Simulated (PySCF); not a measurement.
# Hf (hafnium, neutral) across methods

[Xe] 4f14 5d2 6s1 6p1, one real determinant (an excited configuration). Calculation: PySCF 2.14, in x2c-TZVPPall with one added diffuse shell each of s, p, d, f type (12s8p8d4f1g, 113 functions); the spin-free X2C one-electron Hamiltonian (Gaussian nucleus).

| method | E (hartree) | mean ε 6s α (eV) | mean ε 5d α (eV) | mean ε 6p α (eV) | Σ⟨r²⟩ (bohr²) | ⟨S²⟩ |
| --- | --- | --- | --- | --- | --- | --- |
| PBE | -15078.48 | -6.447 | -4.607 | -2.451 | 81.65 | 6.001 |
| r2SCAN | -15078.59 | -6.604 | -4.947 | -2.521 | 80.85 | 6.002 |
| PBE0 | -15078.25 | -7.195 | -5.725 | -3.048 | 81.14 | 6.002 |
| LDA | -15068.62 | -6.646 | -4.616 | -2.480 | 81.31 | 6.001 |
| UHF | -15073.36404 | -9.106 | -8.652 | -4.672 | 82.16 | 6.005 |

⟨L²⟩ = 13.86 against 20 for a pure G term, so this real determinant mixes terms. Spin-orbit coupling, absent here, splits the open shell strongly.
